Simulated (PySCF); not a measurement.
**Broadened absorption spectrum of W(NH)2Me2**

W(NH)2Me2, C2H8N2W (singlet state).
SMILES: `[CH3][W]([CH3])(=[NH])=[NH]`

Computed with TDDFT B3LYP/def2-SVPD, vertical, gas phase, core orbitals frozen in the response, def2 core potentials past Kr (PySCF 2.14.0, density-fitted response routines). Isolated species at its PBE0-D3(BJ)/def2-SVP geometry, gas phase. Spin–orbit coupling is left out.

Computed states:

```tsv
state	E (eV)	f
S1	3.99	0.0002
S2	4.56	0.021
S3	5.27	0.0000
S4	5.31	0.0000
S5	5.34	0.0022
S6	5.52	0.025
S7	5.55	0.023
S8	6.10	0.016
S9	6.15	0.0000
S10	6.17	0.018
```

Broadening: Gaussians 0.3 eV wide at half height, area fixed by f = 4.319×10⁻⁹ ∫ε dν̃. The cross-section is σ = 3.8235×10⁻²¹ ε cm², given in Mb (10⁻¹⁸ cm²). The width is an assumption, not a result. The curve ends short of the highest state used, and states not computed would add to its high-energy end.

Q: Give the broadened spectrum and its maxima.

A: 
λ (nm), σ (Mb) and a bar:
```
    222.6      15.94 ##############################
    226.3      15.09 ############################
    229.9       9.33 ##################
    233.6       4.01 ########
    237.2       1.39 ###
    240.9       0.40 #
    244.5       0.11 
    248.2       0.04 
    251.8       0.12 
    255.5       0.49 #
    259.1       1.47 ###
    262.7       3.24 ######
    266.4       5.50 ##########
    270.0       7.10 #############
    273.7       7.23 ##############
    277.3       5.91 ###########
    281.0       3.90 #######
    284.6       2.16 ####
    288.3       0.99 ##
    291.9       0.40 #
    295.6       0.15 
    299.2       0.07 
    302.9       0.06 
    306.5       0.06 
    310.2       0.07 
    313.8       0.06 
    317.5       0.05 
    321.1       0.04 
    324.8       0.03 
    328.4       0.02 
    332.0       0.01 
    335.7       0.00 
    339.3       0.00 
    343.0       0.00 
    346.6       0.00 
    350.3       0.00
```

Maxima: 310 nm (3.99 eV), ε about 17, made up of S1 (99%); 272 nm (4.56 eV), ε about 1900, made up of S2 (100%); 224 nm (5.54 eV), ε about 4300, made up of S6 (51%) and S7 (48%) (ε in L mol⁻¹ cm⁻¹; maxima over ε = 5, shares over 10%).

Q: What would ε be at 5.54 eV, the highest of these maxima, with half the width (0.15 eV)?

A: About 8340 L mol⁻¹ cm⁻¹ against 4320, a factor of about 1.9; a lone state at its own centre would give exactly 2.

Q: On this curve, what absorbance would a 10⁻⁵ mol/L sample give at 248 nm over a 1 cm path?

A: 248 nm is 4.999 eV, where ε is about 11 L mol⁻¹ cm⁻¹, so A = ε c l ≈ 0.00011 (Beer–Lambert, with the gas-phase spectrum and the assumed width).

Q: Coming from long wavelengths, where does ε first pass 100 L mol⁻¹ cm⁻¹?

A: At about 292 nm (4.25 eV), 0.26 eV above S1.

The vertical ionisation energy (ΔSCF) is 9.05 eV, 2.88 eV above S10.
